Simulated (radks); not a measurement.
Q: The table gives one normalised radial function P(r) = r R(r) (large component) of Pt4+ in [Xe] 4f14 5d5 6d1 (r in bohr). Method: Dirac Kohn-Sham, PW91, spin-unpolarised, spherical densities, finite nucleus; open shells fill j = l - 1/2 first; Fermi nuclear charge, rms radius 5.427 fm; computed with a radial shooting solver on a logarithmic mesh with Libxc functionals.

| r | P |
|---|---|
| 0.001191 | 0.0000 |
| 0.001628 | 0.0000 |
| 0.002224 | 0.0000 |
| 0.003014 | 0.0001 |
| 0.004117 | 0.0001 |
| 0.00558 | 0.0003 |
| 0.007623 | 0.0007 |
| 0.01041 | 0.0016 |
| 0.01411 | 0.0037 |
| 0.01928 | 0.0081 |
| 0.02634 | 0.0170 |
| 0.0357 | 0.0330 |
| 0.04877 | 0.0597 |
| 0.06663 | 0.0958 |
| 0.0903 | 0.1278 |
| 0.1234 | 0.1285 |
| 0.1672 | 0.0646 |
| 0.2284 | -0.0663 |
| 0.312 | -0.1840 |
| 0.4229 | -0.1685 |
| 0.5777 | 0.0185 |
| 0.7893 | 0.2577 |
| 1.07 | 0.3478 |
| 1.461 | 0.1673 |
| 1.996 | -0.2257 |
| 2.706 | -0.5672 |
| 3.696 | -0.6082 |
| 5.01 | -0.3435 |
| 6.844 | -0.0949 |
| 9.35 | -0.0095 |

Which n and l does it have? It may be an empty orbital.

A: n = 6, l = 2: the number of nodes gives n - l - 1 = 3, the rise at small r points to l (this Dirac orbital starts outside the nucleus as r^gamma with gamma = sqrt((l + 1)^2 - (Z/c)^2) = 2.95; the j = 5/2 orbital of l + 1 starts with the same power, but with a smaller coefficient, and then steepens), and the extent must fit the shell. The curve is that of 6d5/2; the two j differ most near the nucleus, where j = l - 1/2 has the larger amplitude, and in heavy atoms j = l - 1/2 is also the more compact. 6d5/2 (empty): eigenvalue -23.203 eV, 3 radial nodes at r = 0.197, 0.564, 1.69 bohr, <r> = 3.47 bohr, 90 % of the charge inside 4.92 bohr.
